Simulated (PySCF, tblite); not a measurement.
C₂H₁₁ClS₂Si₃.
Z-matrix (Å and degrees, GFN2-xTB geometry), rows numbered from 1:
```
C 
S   1  1.8173
Si  2  2.1602  1   99.15
Si  3  2.3146  2  113.44  1   -50.89
Cl  4  2.0250  3  107.10  2    82.96
S   3  2.1421  2  107.58  1  -169.33
C   6  1.8269  3  101.21  2   -41.64
Si  7  1.9046  6  109.25  3   173.62
H   1  1.0857  2  109.90  3    64.93
H   1  1.0851  2  109.75  3   -56.74
H   1  1.0848  2  106.65  3  -175.84
H   3  1.4705  2  103.94  1    77.24
H   4  1.4589  3  113.26  2  -158.98
H   4  1.4651  3  114.36  2   -34.18
H   7  1.0878  6  107.51  3   -64.49
H   7  1.0874  6  107.31  3    52.20
H   8  1.4613  7  108.47  6    59.37
H   8  1.4604  7  108.53  6   -61.20
H   8  1.4640  7  106.56  6   178.91
```

Computed with PBE0/pcSseg-1 in PySCF (dipole) on a GFN2-xTB geometry, gas phase.

Masses are those of the commonest isotopes; rigid-rotor values at the optimised geometry. The values belong to one conformer with, in the numbering `[CH3:1][S:2][Si@H:3]([SiH2:4][Cl:5])[S:6][CH2:7][SiH3:8]`, C1–S2–Si3–Si4 -51°, S2–Si3–Si4–Cl5 83°, S2–Si3–S6–C7 -42°, Si3–S6–C7–Si8 174°.

**Question.** What are A, B and C (cm⁻¹)?

**Answer.** Ia = 378.84, Ib = 1522.39, Ic = 1822.72 u·Å²; 505379 MHz·u·Å²/I gives 1334, 332.0 and 277.3 MHz, that is A = 0.04450, B = 0.01107, C = 0.00925 cm⁻¹.

**Question.** Classify the top.

**Answer.** An asymmetric top: κ = (2 × 332.0 − 1334 − 277.3)/(1334 − 277.3) = -0.90.

**Question.** What does the inertial defect say?

**Answer.** Not planar: Δ = Ic − Ia − Ib = -78.51 u·Å². For a rigid frame Δ = −2 Σ m c², so Σ m c² = 39.25 u·Å² lies off the ab plane: 14.76 from hydrogen and 24.49 from heavier atoms. The atom farthest from that plane is 2.02 Å away.

**Question.** Give the other two planar moments, Paa and Pbb, and the rms extents of the mass along the axes.

**Answer.** Paa = Σ m a² = (Ib + Ic − Ia)/2 = 1483.14 and Pbb = Σ m b² = (Ia + Ic − Ib)/2 = 339.59 u·Å². With the mass M = 217.93 u, the rms extents √(P/M) along a, b and c are 2.61, 1.25, 0.42 Å.

**Question.** Give the coordinates in the principal-axis frame, origin at the centre of mass.

**Answer.** The sense of each axis is arbitrary; atoms in the order of the calculation.
```csv
atom,mass (u),a (Å),b (Å),c (Å)
C1,12.000,-1.827,2.541,0.068
S2,31.972,-0.097,2.015,0.249
Si3,27.977,-0.287,-0.027,-0.429
Si4,27.977,-1.987,-1.193,0.623
Cl5,34.969,-3.708,-0.734,-0.340
S6,31.972,1.549,-1.033,0.026
C7,12.000,2.775,0.242,-0.431
Si8,27.977,4.514,-0.349,0.074
H9,1.008,-2.457,1.982,0.754
H10,1.008,-2.152,2.388,-0.956
H11,1.008,-1.858,3.598,0.313
H12,1.008,-0.365,0.092,-1.893
H13,1.008,-1.823,-2.641,0.551
H14,1.008,-2.196,-0.822,2.025
H15,1.008,2.694,0.406,-1.503
H16,1.008,2.495,1.159,0.083
H17,1.008,4.795,-1.604,-0.619
H18,1.008,4.538,-0.537,1.522
H19,1.008,5.448,0.699,-0.340
```

**Question.** List the rotational levels J(Ka,Kc) to J = 2 (MHz).

**Answer.** Above 0(0,0):
J = 1: 1(0,1) 609, 1(1,1) 1611, 1(1,0) 1666
J = 2: 2(0,2) 1826, 2(1,2) 2775, 2(1,1) 2939, 2(2,1) 5945, 2(2,0) 5947
The levels of one J sum to (2J + 1)J(J + 1)(A + B + C)/3.

**Question.** Which lines would a microwave search look for?

**Answer.** The dipole components are |μa| = 0.11 D, |μb| = 0.86 D, |μc| = 0.20 D. The squared components, which scale the intensities, stand as 0.02 : 1.00 : 0.05 (a : b : c). Some lines, for components of 0.1 D or more:

```json
{"type": "b", "branch": "Q", "J(Ka,Kc)": "3(1,2) ← 3(0,3)", "MHz": "1203", "lower level (cm⁻¹)": "0.122"}
{"type": "b", "branch": "R", "J(Ka,Kc)": "4(0,4) ← 3(1,3)", "MHz": "1541", "lower level (cm⁻¹)": "0.151"}
{"type": "a", "branch": "R", "J(Ka,Kc)": "4(3,2) ← 3(3,1)", "MHz": "2441", "lower level (cm⁻¹)": "0.431"}
{"type": "a", "branch": "R", "J(Ka,Kc)": "4(2,2) ← 3(2,1)", "MHz": "2457", "lower level (cm⁻¹)": "0.260"}
{"type": "c", "branch": "Q", "J(Ka,Kc)": "4(2,3) ← 4(1,3)", "MHz": "2819", "lower level (cm⁻¹)": "0.246"}
{"type": "c", "branch": "Q", "J(Ka,Kc)": "3(2,2) ← 3(1,2)", "MHz": "2925", "lower level (cm⁻¹)": "0.162"}
{"type": "c", "branch": "R", "J(Ka,Kc)": "3(1,2) ← 2(0,2)", "MHz": "3022", "lower level (cm⁻¹)": "0.061"}
{"type": "b", "branch": "Q", "J(Ka,Kc)": "4(2,3) ← 4(1,4)", "MHz": "3366", "lower level (cm⁻¹)": "0.228"}
{"type": "c", "branch": "R", "J(Ka,Kc)": "2(2,0) ← 1(1,0)", "MHz": "4281", "lower level (cm⁻¹)": "0.056"}
{"type": "c", "branch": "R", "J(Ka,Kc)": "2(2,1) ← 1(1,1)", "MHz": "4334", "lower level (cm⁻¹)": "0.054"}
{"type": "b", "branch": "R", "J(Ka,Kc)": "3(2,2) ← 2(1,1)", "MHz": "4834", "lower level (cm⁻¹)": "0.098"}
{"type": "c", "branch": "R", "J(Ka,Kc)": "3(2,1) ← 2(1,1)", "MHz": "4845", "lower level (cm⁻¹)": "0.098"}
{"type": "c", "branch": "Q", "J(Ka,Kc)": "4(3,2) ← 4(2,2)", "MHz": "5122", "lower level (cm⁻¹)": "0.342"}
{"type": "b", "branch": "R", "J(Ka,Kc)": "4(2,3) ← 3(1,2)", "MHz": "5361", "lower level (cm⁻¹)": "0.162"}
{"type": "b", "branch": "R", "J(Ka,Kc)": "4(2,2) ← 3(1,3)", "MHz": "5721", "lower level (cm⁻¹)": "0.151"}
{"type": "c", "branch": "R", "J(Ka,Kc)": "3(3,0) ← 2(2,0)", "MHz": "6974", "lower level (cm⁻¹)": "0.198"}
{"type": "b", "branch": "R", "J(Ka,Kc)": "3(3,0) ← 2(2,1)", "MHz": "6976", "lower level (cm⁻¹)": "0.198"}
{"type": "b", "branch": "Q", "J(Ka,Kc)": "4(4,0) ← 4(3,1)", "MHz": "7202", "lower level (cm⁻¹)": "0.512"}
{"type": "b", "branch": "Q", "J(Ka,Kc)": "4(4,1) ← 4(3,2)", "MHz": "7202", "lower level (cm⁻¹)": "0.512"}
{"type": "c", "branch": "R", "J(Ka,Kc)": "4(3,2) ← 3(2,2)", "MHz": "7589", "lower level (cm⁻¹)": "0.259"}
```

**Question.** Estimate the classical rotational partition function at 50 K, 100 K and 298.15 K.

**Answer.** Point group C1, symmetry number σ = 1; q = (√π/σ)·√((kT/h)³/(ABC)), k/h = 20836.6 MHz/K: 170000 at 50 K, 481000 at 100 K, 2480000 at 298.15 K.

Its GFN2-xTB frequencies are all real (lowest 20 cm⁻¹). Constants of a rigid frame at the computed geometry: no zero-point averaging, no centrifugal distortion. A rigid rotor knows nothing of internal rotation, which can split or shift real lines. Quadrupole hyperfine structure (35Cl) is left out.
